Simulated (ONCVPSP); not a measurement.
**Ranking ONCV potentials for barium**

All share these settings but for the change named:

```
Element                 : Ba
Generator               : ONCVPSP 4.0.1
Type                    : optimised norm-conserving Vanderbilt (ONCV)
Functional              : LDA (Perdew-Wang 92)
Relativity              : fully relativistic
Frozen core             : [Kr] 4d10
Valence charge          : 10
Reference configuration : 5s2 5p6 6s1 (charge +1)
Partial waves           : 5s+6s: rc 2.55 bohr, ncon 4, nbas 7, qcut 5.5 1/bohr, 2 projectors; 5p: rc 2.40 bohr, ncon 4, nbas 8, qcut 5.6 1/bohr, 2 projectors, debl 2.5 Ha; d scattering state at 0.31 Ha: rc 2.40 bohr, ncon 3, nbas 6, qcut 4.2 1/bohr, local
Local potential         : the d channel
Core correction         : Teter function, fcfact 2.25, rcfact 1.7
```

Open shells are filled in proportion to 2j + 1.

In the d channel the program set the typed energies aside and used 0.050 Ha (j = l + 1/2; the other j can differ).

Test errors are all-electron minus pseudo excitation energies from the reference, over 5s2 5p6 6s2; 5s2 5p6 6s0; 5s2 5p6 6s1.5; 5s2 5p6 6s1 6p1. None of these files shows a bound ghost.

The base gives 1.2 meV.

Of 8 variants that were run, those that failed, showed a ghost or another fault, or gave nearly equal values are left out.

A variant can come out equal or close to the base, since the largest error may sit in a test that the change hardly touches while other tests move.

(1) Rank these variants by their largest absolute test error, smallest first.
A. s: rc 3
B. p: nbas 9
C. functional PBEsol
D. core correction Teter function, fcfact 5.7, rcfact 1.7

Results:

(1) B (1.2 meV), A (1.7 meV), D (2.5 meV), C (4.2 meV).
